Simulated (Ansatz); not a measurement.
Computed with Ansatz on PBE0-D4/def2-TZVP structures; ΔE is electronic, products minus reactants. CBS: MP2 limit from def2 TZ/QZ plus the TZ coupled-cluster correction, frozen cores. Functionals use def2-TZVPP. One conformer a species, not always the lowest.

Consider the isomerisation: `FCC#CC(F)(F)F` → `F/C=C(/F)C=C(F)F`.

```csv
level,ΔE (kJ/mol)
PBE-D4,-43.5
B2PLYP,-13.7
r2SCANh,-32.0
LC-ωPBE,-20.5
```

(1) What does CCSD(T)/CBS give? (An estimate is asked.)

Largest T1 diagnostic among the species: 0.013.

Answers

(1) The calculation gave: -9.5 kJ/mol. The listed levels differ from it by -34.0, -4.2, -22.5, -11.0 kJ/mol.

From BLYP to BHLYP (50 % exact exchange), in def2-TZVPP and without D4, ΔE moves by +15.6 kJ/mol. The D4 term adds −3.3 kJ/mol with B3LYP and −1.7 kJ/mol with PBE0; it sums over pairs of atoms, weighted by their polarisabilities, and B3LYP, whose exchange is more repulsive, gets the larger term.

CCSD(T)/CBS has its own doubt, a few kJ/mol and more with outer-core shells, so smaller differences from it don't rank the levels.

B3LYP here is the variant with VWN-RPA as its local correlation; programs differ in this.
